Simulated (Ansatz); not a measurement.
Two isomers of C2H6FNSi: A = `CN1[SiH2]C1F`, B = `C[Si]1(F)CN1`.

Isolated molecules relaxed with PBE0-D4/def2-TZVP in Ansatz; ΔE leaves out vibrations. CCSD(T)/CBS adds triple-zeta CCSD(T) − MP2 to the extrapolated MP2 energy (def2 sets, frozen cores). Functionals use def2-TZVPP. B3LYP here is the variant with VWN-RPA as its local correlation; programs differ in this.

Which isomer does CCSD(T)/CBS put lower? Give the gap. (Best estimate.)

The calculation gave: B, by 68.3 kcal/mol.

Give E(B) − E(A) in kcal/mol with B3LYP-D4, PBE-D4, MP2/def2-TZVPP, ωB97M-V, B2PLYP, PBE0-D4, CCSD(T)/def2-TZVPP. (Estimate.)

Computed: B3LYP-D4 -64.0, PBE-D4 -61.3, MP2/def2-TZVPP -69.5, ωB97M-V -66.6, B2PLYP -66.2, PBE0-D4 -64.0, CCSD(T)/def2-TZVPP -66.9. None reverses the order clearly.

Largest T1 diagnostic: 0.013.

From PBE to PBE0 (25 % exact exchange), in def2-TZVPP and without D4, E(B) − E(A) moves by −2.7 kcal/mol.
